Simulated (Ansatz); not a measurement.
A nudged elastic band was laid between two geometries of FGeH2N (5 atoms, charge 0, multiplicity 1).

Method: RKS BLYP-D4/def2-SVP (Ansatz 0.2.0).

* movable images: 8
* climbing image: no
* spring: 5.0 eV/Å²
* optimiser: quadratic models (default)
* start path: IDPP
* force threshold: 0.03 eV/Å
* iteration limit: 60
* end points: relaxed

First end point:

```xyz
5
Properties=species:S:1:pos:R:3
N -0.487 0.354 -0.206
Ge 0.447 -0.312 1.241
F 1.626 -1.225 0.240
H -1.303 0.971 -0.139
H -0.233 0.138 -1.177
```

Last end point:

```xyz
5
Properties=species:S:1:pos:R:3
N -0.487 0.354 -0.206
Ge 0.445 -0.313 1.241
F 1.628 -1.221 0.240
H -0.230 0.140 -1.177
H -1.305 0.968 -0.140
```

(1) Which bonds break or form, and what moves?

(2) Give the energies along the band, and the barrier.

(3) What is the geometry of the highest image?

Answers

(1) No bond is made or broken. The dihedral H5–N1–Ge2–F3 goes from 0 to 180°. The two ends are copies of one structure, up to a mirror image or an exchange of like atoms.

(2) It converged. The highest image is number 5 of 0 to 9, 14.6 kcal/mol above the ends, which have the same energy within 2 meV. No image climbed, so the highest image needn't sit at the top of the path.

```
image  path coordinate (Å)  energy (kcal/mol)  dihedral H5–N1–Ge2–F3 (°)
    0                 0.00                0.0                          0
    1                 0.32                1.7                          6
    2                 0.64                6.0                         16
    3                 0.97               11.1                         30
    4                 1.29               14.6                         48
    5                 1.61               14.6                         71
    6                 1.93               11.1                         96
    7                 2.25                6.0                        121
    8                 2.58                1.7                        149
    9                 2.90                0.0                        180
```

(3) 
```xyz
5
Properties=species:S:1:pos:R:3
N -0.792 0.238 -0.186
Ge 0.216 -0.616 1.173
F 1.886 -0.513 0.505
H -0.401 1.146 -0.487
H -0.859 -0.330 -1.047
```

Run time: 75 s on 1 thread of Arm Neoverse V2 (shared host), peak memory 0.12 GiB.
